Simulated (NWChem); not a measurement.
Molecule: C₄H₆S; SMILES C=C=CSC

```xyz
11

C     -0.3207     2.5191     0.0003
C      0.3493     1.3939    -0.0005
C      1.0254     0.2694    -0.0015
S      0.3872    -1.3696     0.0000
C     -1.3854    -1.0602     0.0018
H     -0.6077     3.0154     0.9354
H     -0.6111     3.0149    -0.9339
H      2.1221     0.2886    -0.0035
H     -1.8724    -2.0448     0.0020
H     -1.6887    -0.5029     0.9000
H     -1.6903    -0.5025    -0.8957
```
Atoms are numbered in this order, from 1.

Structure relaxed at the PBE0/def2-SVP level.

Task: Give the principal values of the shielding tensors (ppm) of C1, C2, C3, S4, C5 from PBE0/pcSseg-1, GIAO (NWChem), with their diamagnetic and paramagnetic parts as GIAO splits them.

Result: 
| atom | σ11 | σ22 | σ33 | isotropic | diamagnetic | paramagnetic |
|---|---|---|---|---|---|---|
| C1 | 2.0 | 119.9 | 166.0 | 96.0 | 259.8 | -163.8 |
| C2 | -50.5 | -35.0 | -20.4 | -35.3 | 261.8 | -297.1 |
| C3 | 10.1 | 97.4 | 147.2 | 84.9 | 258.9 | -174.0 |
| S4 | 472.9 | 489.7 | 674.4 | 545.6 | 1055.3 | -509.6 |
| C5 | 159.2 | 160.2 | 182.0 | 167.2 | 252.1 | -84.9 |
